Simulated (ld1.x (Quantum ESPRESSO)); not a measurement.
# Ranking TM potentials for Ta

All share these settings but for the change named:

```json
{"Element": "tantalum", "Generator": "ld1.x (Quantum ESPRESSO) 7.5", "Type": "norm-conserving Troullier–Martins (Kleinman–Bylander form)", "Functional": "LDA (PZ)", "Relativity": "scalar-relativistic", "Frozen core": "[Kr] 4d10 4f14 5s2", "Valence charge": "11", "Reference configuration": "5p6 5d3 6s1.75 6p0 (charge +0.25)", "Partial waves": "5p (bound): rc 1.55 bohr; 5d (bound): rc 2.50 bohr; 5f channel at 0.45 Ry: rc 2.65 bohr; 6s (bound): rc 2.90 bohr", "Local potential": "the s channel", "Core correction": "a·sin(br)/r model core, default radius (core density twice the valence density)"}
```

Cutoff: the first of the cutoffs (Ry, on a coarse ladder) from which the occupation-weighted sum of valence levels, in a spherical-Bessel basis at the reference potential, stays within 10 and 1 mRy of its value at 400 Ry; the density cutoff is not measured.

The base gives 55 Ry.

Of 9 variants that were run, those that failed, showed a ghost or another fault, or gave nearly equal values are left out.

A variant can come out equal or close to the base.

(1) Rank these variants from softest to hardest (loose cutoff).
A. all radii but the core radius scaled by about 1.12 (s 3.26, p 1.74, d 2.80, f 2.98 bohr)
B. all radii but the core radius scaled by about 1.19 (s 3.44, p 1.84, d 2.96, f 3.14 bohr)
C. all radii but the core radius scaled by about 1.32 (s 3.82, p 2.04, d 3.30, f 3.50 bohr)
D. all radii but the core radius scaled by about 1.04 (s 3.00, p 1.60, d 2.60, f 2.76 bohr)
E. all radii but the core radius scaled by about 0.83 (s 2.42, p 1.30, d 2.08, f 2.20 bohr)

Answers

(1) C (25 Ry), B (35 Ry), A (40 Ry), D (50 Ry), E (100 Ry).
